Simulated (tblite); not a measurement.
Species: C7H15NSi.
Structure used (GFN2-xTB), in Å, numbered top down from 1:
```
atom  x, y, z in Å
C1     3.495   -0.660   -0.963
C2     2.313   -1.026   -0.498
C3     1.228   -1.632   -1.313
Si4   -0.177   -0.363   -1.648
N5    -0.863    0.275   -0.215
C6    -0.599    1.597    0.330
C7    -1.182    1.571    1.743
C8    -2.313    0.555    1.614
C9    -1.681   -0.491    0.703
H10    4.242   -0.203   -0.338
H11    3.764   -0.810   -1.997
H12    2.070   -0.858    0.544
H13    0.811   -2.490   -0.784
H14    1.629   -1.993   -2.260
H15   -1.236   -1.060   -2.393
H16    0.365    0.780   -2.381
H17    0.470    1.823    0.332
H18   -1.103    2.358   -0.279
H19   -1.522    2.552    2.069
H20   -0.437    1.205    2.451
H21   -2.630    0.144    2.570
H22   -3.172    1.011    1.120
H23   -2.418   -1.083    0.155
H24   -1.065   -1.183    1.297
```

Calculated harmonic vibrations of the isolated species, GFN2-xTB (tblite), most abundant isotopes, no scaling. The method is semi-empirical: single wavenumbers can be off by several per cent or more. Modes of hydrogen on silicon can be 10 to 20 % off. One conformer, not necessarily the lowest. The optimisation stopped once no atom felt more than 0.01 eV/Å.

Lowest wavenumbers of the output (negative numbers stand for imaginary wavenumbers):
```
mode    cm-1
  1     -35.3
  2      18.6
  3      38.9
  4      79.0
  5     103.5
  6     148.3
  7     226.4
  8     246.8
```

Is this structure a minimum?

Not by this Hessian. 1 mode is imaginary beyond 20i (35i cm⁻¹), so at this level the point lies at or near a first-order saddle. The curvature is small, so loose convergence or finite differences may be the whole cause.

Which atoms move in the imaginary mode?

35i: C6 (sp3 carbon bound to nitrogen) 29 %. These are shares of the mass-weighted motion.

What is the remedy?

Step along that mode in both directions, optimise again with tighter thresholds and repeat the frequencies. The zero-point energy of this point (126.9 kcal/mol) counts the 65 real modes alone, and thermal corrections from it aren't those of a minimum.

On an Arm Neoverse V1 with one thread, no GPU, shared host with 32 logical CPUs at a one-minute load of 30, this took 1.3 s wall. The figure is for the frequency step alone.
